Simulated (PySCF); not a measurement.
BaBr2, SMILES [Br][Ba][Br]. Heavy atoms are numbered as in [Ba:1]([Br:2])[Br:3].

Geometry optimised at B3LYP-D3(BJ)/def2-SVP. The def2 effective core potentials stand for the cores of Ba; spin–orbit coupling is left out.

Calculation: PySCF with CAM-B3LYP/def2-TZVPD.

Mulliken values depend strongly on the basis, most of all with diffuse functions as here. ESP charges are fitted to the potential on shells at 1.4 to 2.0 van der Waals radii. Atomic charges (e), one atom of each kind:

```
atom  Mulliken  ESP fit
----  --------  -------
Ba1       1.63     1.20
Br2      -0.81    -0.60
```
